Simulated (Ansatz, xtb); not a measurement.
## Two structures of GeH6NSi+

We compare a, `[NH2+]=[SiH][GeH3]`, a singlet, with b, a singlet given by its coordinates. Both are isolated ions in the gas phase, relaxed with PBE0-D3(BJ)/def2-SVP.

a (Å):

```xyz
9

Ge   -0.8339    1.5114    0.9042
N     1.0007   -1.5384    1.0215
Si    0.0681   -0.4791    1.9014
H     1.2378   -1.4107    0.0387
H     1.4014   -2.3934    1.4077
H    -0.0862   -0.9581    3.2974
H    -0.2452    2.6427    1.7473
H    -0.3376    1.4707   -0.5405
H    -2.3457    1.3472    1.0620
```

b (Å):

```xyz
9

Ge    1.5580    0.2520   -1.4128
N    -0.0320   -0.7936   -0.4378
Si    0.5111   -0.0355    1.1124
H     0.6199    1.5314   -1.2798
H     1.8280    0.5509    0.5090
H     0.9315   -1.0654    2.0841
H     0.0566   -1.8117   -0.4987
H    -0.4130    1.0384    1.5226
H    -0.9664   -0.5320   -0.7641
```

Close contacts (Å): Ge1–N2 2.14, Ge1–Si3 2.75, N2–Si3 1.81, Ge1–H4 1.59, Ge1–H5 1.96, N2–H7 1.02, N2–H9 1.02, Si3–H5 1.56, Si3–H6 1.48, Si3–H8 1.47.

Energies in hartree; the thermal terms are from PBE0-D3(BJ)/def2-SVP harmonic frequencies (ideal gas, rigid rotor, one conformer each, 298.15 K, 1 atm) and include the zero-point energy:

```
                                a            b
E, CCSD(T)/def2-TZVP  −2422.663061  −2422.662549
   zero-point energy      0.059137      0.061168
        H(298 K) − E      0.066327      0.067329
        G(298 K) − E      0.028603      0.032354
```

Problem. Work out ΔE, ΔE₀, ΔH and ΔG for a → b in kcal/mol (1 Eh = 627.51 kcal/mol) and the equilibrium ratio [b]/[a].

Solution. 1. ΔE = −2422.662549 − (−2422.663061) = +0.000512 Eh = +0.32 kcal/mol.
2. ΔE₀ = ΔE + ΔZPE = +0.000512 + (+0.002031) Eh = +1.60 kcal/mol.
3. ΔH = ΔE + (+0.001002) Eh = +0.95 kcal/mol.
4. ΔG = ΔE + (+0.003751) Eh = +2.68 kcal/mol, so ΔS = (ΔH − ΔG)/T = −24.2 J/(mol K).
5. kT = 0.9442 mEh, so K = [b]/[a] = exp(−ΔG/kT) = exp(−4.52) ≈ 0.011.

Structure a is favoured at this temperature. An error of 1 kcal/mol in ΔG would change K by a factor of 5.4. Mirror images and further conformers aren't counted.

Other levels gave ΔE = −0.9 (PBE0-D3(BJ)/def2-SVP); +1.6 (HF/def2-TZVP); +0.7 (MP2/def2-TZVP) kcal/mol. The correlated steps freeze 15 core orbitals; the filled d shell of Ge is correlated, in a basis made for valence electrons. Programs: Ansatz 0.2.0.
